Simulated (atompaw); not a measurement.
u(r) = r·R(r): atom against pseudo-atom (erbium (Er))

Columns: radius, all-electron u(r) and pseudo u(r) of the 5p shell (level -40.77 eV) of erbium in the configuration [Kr] 4d10 4f12 5s2 5p6 5d0 6s0 6p0; PBE, scalar-relativistic, PAW (atompaw) scheme, atompaw 4.2.0.5.

```
r (bohr)  all-electron  pseudo
   0.113        0.1688  0.0262
   0.227        0.1430  0.1025
   0.340       -0.3491  0.2186
   0.454       -0.4603  0.3630
   0.567       -0.2375  0.5170
   0.681        0.1019  0.6671
   0.794        0.4170  0.7963
   0.908        0.6608  0.8965
   1.021        0.8207  0.9602
   1.135        0.9101  0.9879
   1.248        0.9426  0.9830
   1.362        0.9341  0.9521
   1.475        0.8977  0.9036
   1.588        0.8436  0.8445
   1.702        0.7788  0.7788
   1.815        0.7100  0.7100
   1.929        0.6400  0.6400
   2.042        0.5725  0.5725
   2.156        0.5079  0.5079
   2.269        0.4486  0.4486
   2.383        0.3939  0.3939
   2.496        0.3448  0.3448
   2.610        0.3004  0.3004
   2.723        0.2613  0.2613
   2.837        0.2264  0.2264
   2.950        0.1959  0.1959
```

Problem. How many radial nodes do the two functions have?

Solution. The all-electron 5p function has n − l − 1 = 3 (the table is too coarse to show those close to the nucleus); the pseudo-wave has 0, since the states of the same l below it are removed with the core.

Problem. At about which radius was the pseudo-wave matched?

Solution. 1.70 bohr, where the columns begin to agree (steps of 0.11 bohr).

Problem. Where does each function peak?

Solution. Outermost all-electron maximum near 1.25 bohr, pseudo maximum near 1.14 bohr (to the table’s step).

Problem. Is the pseudo-wave norm-conserving?

Solution. No, it belongs to a PAW set: the norm inside the radius is not constrained, and the difference is carried by the augmentation charge.
